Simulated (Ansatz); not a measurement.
Calculated with Ansatz (gas phase, PBE0-D4/def2-TZVP geometries, no zero-point term in ΔE). CCSD(T)/CBS is the MP2 limit (def2-TZVPP, def2-QZVPP) plus CCSD(T) − MP2 in def2-TZVPP, frozen cores. DFT in def2-TZVPP. B3LYP here is the variant with VWN-RPA as its local correlation; programs differ in this. One conformer a species, not always the lowest.

Reaction (ligand exchange at a B–C bond): `BC(B)(C)F` + `CS[SiH2]O` → `BO[SiH2]SC` + `BC(C)F`

`BC(B)(C)F`:

```xyz
12

B     1.633    0.399   -0.251
C     0.206    0.553    0.221
B    -0.750    0.056   -0.929
C    -0.578   -0.610    0.856
F    -0.178    1.751    0.796
H     2.316    1.362   -0.426
H     2.027   -0.695   -0.529
H    -0.435   -0.829   -1.660
H    -1.748    0.691   -1.076
H     0.021   -1.501    1.015
H    -1.461   -0.939    0.222
H    -1.052   -0.238    1.761
```

`CS[SiH2]O`:

```xyz
10

C     1.015   -0.483   -1.289
S     0.889   -1.013    0.446
Si   -0.914   -0.041    0.988
O    -0.824    1.601    0.925
H     1.062    0.602   -1.364
H     0.172   -0.859   -1.869
H     1.936   -0.908   -1.684
H    -1.196   -0.542    2.357
H    -2.000   -0.373    0.036
H    -0.140    2.016    1.454
```

`BO[SiH2]SC`:

Z-matrix (Å, degrees):
```
Si
O 1 1.660
S 1 2.108 2 112.1
H 1 1.478 2 107.6 3 117.0
H 1 1.486 2 107.5 3 -121.1
B 2 1.347 1 130.7 3 99.3
C 3 1.818 1 99.4 2 -69.4
H 6 1.205 2 120.0 1 1.7
H 6 1.198 2 118.2 1 -178.1
H 7 1.090 3 111.1 1 69.2
H 7 1.090 3 111.1 1 -53.7
H 7 1.089 3 106.7 1 -172.4
```

`BC(C)F`:

```xyz
10

B    -0.947   -0.107    1.096
C     0.378   -0.307    0.309
C     0.368    0.319   -1.078
F     1.503    0.158    0.996
H    -0.968    0.422    2.166
H    -1.958   -0.512    0.601
H     0.517   -1.396    0.191
H     1.320    0.131   -1.578
H     0.221    1.399   -1.021
H    -0.435   -0.108   -1.683
```

```json
{"level": "r2SCAN-D4", "ΔE (kJ/mol)": "-118.1", "difference from CCSD(T)/CBS": "13.6"}
{"level": "B2PLYP", "ΔE (kJ/mol)": "-139.5", "difference from CCSD(T)/CBS": "-7.8"}
{"level": "PBE", "ΔE (kJ/mol)": "-107.9", "difference from CCSD(T)/CBS": "23.8"}
{"level": "r2SCAN", "ΔE (kJ/mol)": "-118.0", "difference from CCSD(T)/CBS": "13.7"}
{"level": "B3LYP", "ΔE (kJ/mol)": "-141.6", "difference from CCSD(T)/CBS": "-9.9"}
{"level": "HF/def2-TZVPP", "ΔE (kJ/mol)": "-184.9", "difference from CCSD(T)/CBS": "-53.2"}
{"level": "SCS-MP2/def2-TZVPP", "ΔE (kJ/mol)": "-141.9", "difference from CCSD(T)/CBS": "-10.2"}
{"level": "CCSD/def2-TZVPP", "ΔE (kJ/mol)": "-141.6", "difference from CCSD(T)/CBS": "-9.9"}
{"level": "MP2/CBS(def2)", "ΔE (kJ/mol)": "-125.4", "difference from CCSD(T)/CBS": "6.3"}
{"level": "CCSD/CBS(def2)", "ΔE (kJ/mol)": "-139.0", "difference from CCSD(T)/CBS": "-7.3"}
{"level": "CCSD(T)/CBS", "ΔE (kJ/mol)": "-131.7", "difference from CCSD(T)/CBS": "0"}
```

Largest T1 diagnostic among the species: 0.012.

From PBE to PBE0 (25 % exact exchange), in def2-TZVPP and without D4, ΔE moves by −7.8 kJ/mol. In def2-TZVPP, CCSD(T) changes the Hartree–Fock value by +50.5 kJ/mol (the triples alone add +7.3 kJ/mol) and MP2 by +56.8 kJ/mol.
